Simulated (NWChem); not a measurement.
System: SiHSCl, singlet; SMILES [Si](S)Cl

Parts of the log:

```
             Northwest Computational Chemistry Package (NWChem) 7.3.0
             --------------------------------------------------------

 CS  symmetry detected

                             Geometry "geometry" -> ""
                             -------------------------

 Output coordinates in angstroms (scale by  1.889725989 to convert to a.u.)

  No.       Tag          Charge          X              Y              Z
 ---- ---------------- ---------- -------------- -------------- --------------
    1 Si                  14.0000     0.97410736     0.02538222     0.00000000
    2 Cl                  17.0000    -0.40016511     1.61066841     0.00000000
    3 S                   16.0000    -0.45827044    -1.57518345     0.00000000
    4 H                    1.0000     0.49763096    -2.53377905     0.00000000

 Effective nuclear repulsion energy (a.u.)     171.6101182010

      Symmetry information
      --------------------

 Group name             Cs
 Group number              2
 Group order               2
 No. of unique centers     4

                                Z-matrix (autoz)
                                --------

 Units are Angstrom for bonds and degrees for angles

      Type          Name      I     J     K     L     M      Value
      ----------- --------  ----- ----- ----- ----- ----- ----------
    1 Stretch                  1     2                       2.09804
    2 Stretch                  1     3                       2.14791
    3 Stretch                  3     4                       1.35376
    4 Bend                     1     3     4                93.25464
    5 Bend                     2     1     3                97.25224
    6 Torsion                  2     1     3     4         180.00000

  xc_inp: hfexch multiplicative factor not found.

                           NWChem Geometry Optimization
                           ----------------------------

 maximum gradient threshold         (gmax) =   0.000450
 rms gradient threshold             (grms) =   0.000300
 maximum cartesian step threshold   (xmax) =   0.001800
 rms cartesian step threshold       (xrms) =   0.001200
 fixed trust radius                (trust) =   0.300000
 source of zmatrix                         =   autoz

          -------------------
          Energy Minimization
          -------------------

 Using diagonal initial Hessian
 Scaling for Hessian diagonals: bonds = 1.00  angles = 0.25  torsions = 0.10

          --------
          Step   0

                                 NWChem DFT Module
                                 -----------------

 Summary of "ao basis" -> "ao basis" (spherical)
 ------------------------------------------------------------------------------
       Tag                 Description            Shells   Functions and Types
 ---------------- ------------------------------  ------  ---------------------
 Si                          6-31g*                  8       18   4s3p1d
 Cl                          6-31g*                  8       18   4s3p1d
 S                           6-31g*                  8       18   4s3p1d
 H                           6-31g*                  2        2   2s

      Symmetry analysis of basis
      --------------------------

        a'         41
        a"         15

            General Information
            -------------------
          SCF calculation type: DFT
          Wavefunction type:  closed shell.
          No. of atoms     :     4
          No. of electrons :    48
           Alpha electrons :    24
            Beta electrons :    24
          Charge           :     0
          Spin multiplicity:     1
          Use of symmetry is: on ; symmetry adaption is: on
          Maximum number of iterations: 150
          AO basis - number of functions:    56
                     number of shells:    26
          Convergence on energy requested:  1.00D-06
          Convergence on density requested:  1.00D-05
          Convergence on gradient requested:  5.00D-04

              XC Information
              --------------
                     Hartree-Fock (Exact) Exchange  1.000

      Superposition of Atomic Density Guess
      -------------------------------------

 Sum of atomic energies:       -1146.22180373

      Non-variational initial energy
      ------------------------------

 Total energy =   -1146.720224
 1-e energy   =   -1927.766794
 2-e energy   =     609.436452
 HOMO         =      -0.247467
 LUMO         =      -0.038565

      Symmetry analysis of molecular orbitals - initial
      -------------------------------------------------

  Numbering of irreducible representations:

     1 a'          2 a"

  Orbital symmetries:

     1 a'          2 a'          3 a'          4 a'          5 a'
     6 a'          7 a'          8 a"          9 a'         10 a'
    11 a"         12 a'         13 a'         14 a'         15 a"
    16 a'         17 a'         18 a'         19 a'         20 a"
    21 a'         22 a'         23 a"         24 a'         25 a"
    26 a'         27 a'         28 a'         29 a'         30 a'
    31 a'         32 a"         33 a'         34 a'

   convergence    iter        energy       DeltaE   RMS-Dens  Diis-err
 ---------------- ----- ----------------- --------- --------- ---------
 d= 0,ls=0.0,diis     1  -1146.4868501812 -1.32D+03  1.20D-02  1.95D-01
 d= 0,ls=0.0,diis     2  -1146.5245887740 -3.77D-02  3.53D-03  3.64D-02
 d= 0,ls=0.0,diis     3  -1146.5312732531 -6.68D-03  1.62D-03  1.77D-03
 d= 0,ls=0.0,diis     4  -1146.5320257618 -7.53D-04  4.71D-04  1.08D-04
 d= 0,ls=0.0,diis     5  -1146.5320834510 -5.77D-05  2.01D-04  1.22D-05
  Resetting Diis
 d= 0,ls=0.0,diis     6  -1146.5320915790 -8.13D-06  6.03D-05  1.12D-06
 d= 0,ls=0.0,diis     7  -1146.5320923843 -8.05D-07  1.06D-05  1.33D-07
 d= 0,ls=0.0,diis     8  -1146.5320924366 -5.23D-08  4.90D-06  2.58D-08

         Total DFT energy =    -1146.532092436599
      One electron energy =    -1928.551370303989
           Coulomb energy =      683.745695488240
    Exchange-Corr. energy =      -73.336535821891
 Nuclear repulsion energy =      171.610118201040

 Numeric. integr. density =        0.000000000000

                  Occupations of the irreducible representations
                  ----------------------------------------------

                     irrep           alpha         beta
                     --------     --------     --------
                     a'               19.0         19.0
                     a"                5.0          5.0

                       DFT Final Molecular Orbital Analysis
                       ------------------------------------

 Vector   22  Occ=2.000000D+00  E=-4.747546D-01  Symmetry=a'
              MO Center= -2.2D-01,  1.2D+00,  1.7D-15, r^2= 2.5D+00
   Bfn.  Coefficient  Atom+Function         Bfn.  Coefficient  Atom+Function
  ----- ------------  ---------------      ----- ------------  ---------------
    26      0.577085  2 Cl py                25      0.330887  2 Cl px
    30      0.325150  2 Cl py                22     -0.223682  2 Cl py
    29      0.194353  2 Cl px                44      0.157976  3 S  py
    56     -0.135512  4 H  s                 21     -0.127882  2 Cl px
    46      0.113623  3 S  s                  7      0.112751  1 Si px

 Vector   23  Occ=2.000000D+00  E=-4.061569D-01  Symmetry=a"
              MO Center= -3.6D-01, -1.2D+00, -1.3D-15, r^2= 2.4D+00
   Bfn.  Coefficient  Atom+Function         Bfn.  Coefficient  Atom+Function
  ----- ------------  ---------------      ----- ------------  ---------------
    45      0.629095  3 S  pz                49      0.408917  3 S  pz
    41     -0.238474  3 S  pz                27     -0.210047  2 Cl pz
    31     -0.143566  2 Cl pz                 9      0.113118  1 Si pz
    23      0.081477  2 Cl pz                13      0.056171  1 Si pz
    15     -0.046015  1 Si d -1               5     -0.045318  1 Si pz

 Vector   24  Occ=2.000000D+00  E=-3.603941D-01  Symmetry=a'
              MO Center=  7.9D-01, -1.4D-01, -4.3D-16, r^2= 3.6D+00
   Bfn.  Coefficient  Atom+Function         Bfn.  Coefficient  Atom+Function
  ----- ------------  ---------------      ----- ------------  ---------------
    10      0.483338  1 Si s                  7      0.393133  1 Si px
     6      0.337606  1 Si s                 43     -0.304706  3 S  px
    25     -0.296740  2 Cl px                44     -0.223822  3 S  py
    29     -0.211038  2 Cl px                47     -0.211424  3 S  px
     2     -0.158238  1 Si s                  3     -0.146073  1 Si px

[...]

      ----------------------
      Optimization converged
      ----------------------

  Step       Energy      Delta E   Gmax     Grms     Xrms     Xmax
  ---- ---------------- -------- -------- -------- -------- --------
@    4   -1146.53267979 -6.3D-07  0.00007  0.00003  0.00060  0.00126
                                     ok       ok       ok       ok

                                Z-matrix (autoz)
                                --------

 Units are Angstrom for bonds and degrees for angles

      Type          Name      I     J     K     L     M      Value     Gradient
      ----------- --------  ----- ----- ----- ----- ----- ---------- ----------
    1 Stretch                  1     2                       2.09177    0.00004
    2 Stretch                  1     3                       2.14017    0.00007
    3 Stretch                  3     4                       1.32908    0.00002
    4 Bend                     1     3     4                96.00505    0.00002
    5 Bend                     2     1     3                98.13276   -0.00001
    6 Torsion                  2     1     3     4         180.00000    0.00000

                         Geometry "geometry" -> "geometry"
                         ---------------------------------

 Output coordinates in angstroms (scale by  1.889725989 to convert to a.u.)

  No.       Tag          Charge          X              Y              Z
 ---- ---------------- ---------- -------------- -------------- --------------
    1 Si                  14.0000     0.96952226     0.03870612     0.00000000
    2 Cl                  17.0000    -0.40256225     1.61759512     0.00000000
    3 S                   16.0000    -0.43105356    -1.57953314     0.00000000
    4 H                    1.0000     0.47739632    -2.54967996     0.00000000

 Effective nuclear repulsion energy (a.u.)     171.9086601718

      Symmetry information
      --------------------

 Group name             Cs
 Group number              2
 Group order               2
 No. of unique centers     4

                Final and change from initial internal coordinates
                --------------------------------------------------

                                Z-matrix (autoz)
                                --------

 Units are Angstrom for bonds and degrees for angles

      Type          Name      I     J     K     L     M      Value       Change
      ----------- --------  ----- ----- ----- ----- ----- ---------- ----------
    1 Stretch                  1     2                       2.09177   -0.00627
    2 Stretch                  1     3                       2.14017   -0.00774
    3 Stretch                  3     4                       1.32908   -0.02467
    4 Bend                     1     3     4                96.00505    2.75041
    5 Bend                     2     1     3                98.13276    0.88051
    6 Torsion                  2     1     3     4         180.00000    0.00000

 ==============================================================================
                                internuclear distances
 ------------------------------------------------------------------------------
       center one      |      center two      | atomic units |  angstroms
 ------------------------------------------------------------------------------
    2 Cl               |   1 Si               |     3.95287  |     2.09177
    3 S                |   1 Si               |     4.04433  |     2.14017
    4 H                |   3 S                |     2.51161  |     1.32908
 ------------------------------------------------------------------------------
                         number of included internuclear distances:          3
 ==============================================================================

[second-derivative integrals and response iterations left out]

  Vibrational analysis via the FX method

  See chapter 2 in "Molecular Vibrations" by Wilson, Decius and Cross

  Vib: Default input used

 ---------------------------- Atom information ----------------------------
     atom    #        X              Y              Z            mass
 --------------------------------------------------------------------------
    Si       1  1.8321314D+00  7.3143965D-02  0.0000000D+00  2.7976930D+01
    Cl       2 -7.6073235D-01  3.0568115D+00  0.0000000D+00  3.4968850D+01
    S        3 -8.1457312D-01 -2.9848848D+00  0.0000000D+00  3.1972070D+01
    H        4  9.0214824D-01 -4.8181965D+00  0.0000000D+00  1.0078250D+00
 --------------------------------------------------------------------------

[unprojected Hessian and modes left out]

[...]

 Rotational Constants
 --------------------
 A=   0.442178 cm-1  (  0.636181 K)
 B=   0.094892 cm-1  (  0.136525 K)
 C=   0.078126 cm-1  (  0.112403 K)

 Temperature                      =   298.15K
 frequency scaling parameter      =   1.0000

 Zero-Point correction to Energy  =    7.764 kcal/mol  (  0.012372 au)
 Thermal correction to Energy     =   10.365 kcal/mol  (  0.016517 au)
 Thermal correction to Enthalpy   =   10.957 kcal/mol  (  0.017461 au)

 Total Entropy                    =   69.594 cal/mol-K
   - Translational                =   39.576 cal/mol-K (mol. weight =  95.9257)
   - Rotational                   =   25.690 cal/mol-K (symmetry #  =        1)
   - Vibrational                  =    4.329 cal/mol-K

 Cv (constant volume heat capacity) =   12.147 cal/mol-K
   - Translational                  =    2.979 cal/mol-K
   - Rotational                     =    2.979 cal/mol-K
   - Vibrational                    =    6.188 cal/mol-K

[normal modes left out]

 ----------------------------------------------------------------------------
 Normal Eigenvalue ||           Projected Infra Red Intensities
  Mode   [cm**-1]  || [atomic units] [(debye/angs)**2] [(KM/mol)] [arbitrary]
 ------ ---------- || -------------- ----------------- ---------- -----------
    1       -0.000 ||    0.000082           0.002         0.080       0.029
    2       -0.000 ||    0.000092           0.002         0.089       0.032
    3        0.000 ||    0.001610           0.037         1.569       0.561
    4        0.000 ||    0.002900           0.067         2.827       1.010
    5        0.000 ||    0.000500           0.012         0.488       0.174
    6        0.000 ||    0.000592           0.014         0.577       0.206
    7      203.600 ||    0.003909           0.090         3.810       1.362
    8      422.456 ||    0.011482           0.265        11.193       4.000
    9      523.794 ||    0.136652           3.153       133.216      47.608
   10      533.280 ||    0.157973           3.645       154.000      55.035
   11      857.670 ||    0.025353           0.585        24.715       8.833
   12     2892.557 ||    0.003301           0.076         3.218       1.150
 ----------------------------------------------------------------------------
```

Level: Hartree-Fock/6-31G* (spherical d). Low-valent species are run as closed-shell singlets; no triplet was tried in these runs.

Question: Write an input that gives this output.

Answer: One answer among several that fit: the input that was run:
```
start job
memory heap 200 mb stack 900 mb global 1100 mb
geometry units angstroms
  Si     0.969693     0.039623     0.000000
  Cl    -0.431650     1.601031     0.000000
  S     -0.434936    -1.585349     0.000000
  H      0.537316    -2.527357     0.000000
end
basis spherical
  Si library 6-31g*
  Cl library 6-31g*
  S library 6-31g*
  H library 6-31g*
end
dft
  xc hfexch
  iterations 150
end
driver
  maxiter 120
end
task dft optimize
task dft freq
```
